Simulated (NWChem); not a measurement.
MoN$_{2}$H$_{2}$BrCl; SMILES [NH]=[Mo](=[NH])([Cl])[Br]

No frequency run checked for a minimum. def2 effective core potentials on Mo; no spin-orbit coupling.

**Question.** Give the equilibrium geometry at PBE0/def2-SVP with def2 effective core potentials on Mo (NWChem) as a list of bonds and angles, with the point group.

**Answer.** point group Cs; any orientation.
Bonds (Å): Mo1–N2 1.709, Mo1–N4 1.709, Mo1–Cl6 2.285, Mo1–Br7 2.431, N2–H3 1.020, N4–H5 1.020. Bond angles (°): N2–Mo1–N4 108.5, N2–Mo1–Cl6 108.0, N2–Mo1–Br7 107.3, N4–Mo1–Cl6 108.0, N4–Mo1–Br7 107.3, Cl6–Mo1–Br7 117.4, Mo1–N2–H3 154.3, Mo1–N4–H5 154.3.
